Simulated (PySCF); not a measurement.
indium atom (In), doublet (core potentials on In). Base run: PBE0/def2-TZVP (PySCF).

PySCF was given this input:
```python
from pyscf import gto, scf, dft

mol = gto.Mole()
mol.atom = '''
    In    0.000000    0.000000    0.000000
'''
mol.basis = 'def2-tzvp'
mol.ecp = {'In': 'def2-tzvp'}
mol.charge = 0
mol.spin = 1
mol.verbose = 4
mol.build()

mf = dft.UKS(mol)
mf.xc = 'pbe0'
mf.kernel()
```

Each row names what was changed in the base input (with any setting that the change needs).

```
change                                                                                                                               basis functions       E (Eh)  HOMO (eV)
-----------------------------------------------------------------------------------------------------------------------------------  ---------------  -----------  ---------
base                                                                                                                                              50   -190.11399      -3.58
basis = ANO-RCC-VDZP; relativity = none (without mol.ecp = {'In': 'def2-tzvp'})                                                                   43  -5590.27009      -4.10
basis = ANO-RCC-VDZP; relativity = spin-free X2C; nucleus = Gaussian (with mol.nucmod = 'G'; without mol.ecp = {'In': 'def2-tzvp'})               43  -5880.40853      -3.45
basis = x2c-TZVPall; relativity = none (without mol.ecp = {'In': 'def2-tzvp'})                                                                    60  -5636.19851      -3.72
basis = x2c-TZVPall; relativity = spin-free X2C (without mol.ecp = {'In': 'def2-tzvp'})                                                           60  -5880.69498      -3.56
basis = x2c-SVPall; relativity = spin-free X2C; nucleus = Gaussian (with mol.nucmod = 'G'; without mol.ecp = {'In': 'def2-tzvp'})                 36  -5879.93697      -3.50
basis = x2c-SVPall; relativity = none (without mol.ecp = {'In': 'def2-tzvp'})                                                                     36  -5624.05259      -4.14
basis = x2c-TZVPall; relativity = spin-free X2C; nucleus = Gaussian (with mol.nucmod = 'G'; without mol.ecp = {'In': 'def2-tzvp'})                60  -5880.57095      -3.56
basis = ANO-RCC-VDZP; relativity = spin-free X2C (without mol.ecp = {'In': 'def2-tzvp'})                                                          43  -5880.55476      -3.45
basis = x2c-SVPall; relativity = spin-free X2C (without mol.ecp = {'In': 'def2-tzvp'})                                                            36  -5880.04722      -3.50
```

Total energies compare only within one method and basis.

Open shells are given as the SCF converged; they aren't shown to be the lowest states, and a large step between rows can be another state.

Basis sets contracted for a relativistic Hamiltonian are a mismatch without it, so the rows without relativity aren't non-relativistic limits. No row has spin-orbit coupling; sets with core potentials leave out the core electrons.
